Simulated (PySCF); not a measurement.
Species: C4H5BCl2.
SMILES: `C=C/C=C\B(Cl)Cl`

Torsions of this conformer, `[CH2:1]=[CH:2]/[CH:3]=[CH:4]\[B:5]([Cl:6])[Cl:7]`: C1–C2–C3–C4 180°, C3–C4–B5–Cl6 -179°.

The closed-shell ground state was solved at several levels (PySCF, density fitting, gas phase, non-relativistic). Geometry: PBE0-D3(BJ)/def2-SVP, one conformer, isolated molecule.

```
           level  basis functions  HOMO (eV)  LUMO (eV)  gap (eV)  dipole (D)
wB97X-D/pcSseg-2              336      -9.13      -0.86      8.27        2.83
   PBE0/pcSseg-1              158      -7.46      -2.58      4.88        3.01
```

Q: What might CAM-B3LYP/def2-SVPD (194 basis functions) give for the same quantities?

A: HOMO -8.62 eV, LUMO -1.51 eV, gap 7.11 eV, dipole 2.81 D.

Q: Over all these levels, which gives the widest orbital gap and which the narrowest?

A: wB97X-D/pcSseg-2 (range-separated hybrid) has the widest, 8.27 eV, and PBE0/pcSseg-1 (global hybrid, 25 % exact exchange) the narrowest, 4.88 eV. Functional and basis both differ between the two, so the spread mixes both effects.

Q: How far do the dipole and the HOMO energy spread over the levels?

A: The dipole runs from 2.81 to 3.01 D (mean 2.88 D) and the HOMO from -9.13 to -7.46 eV.
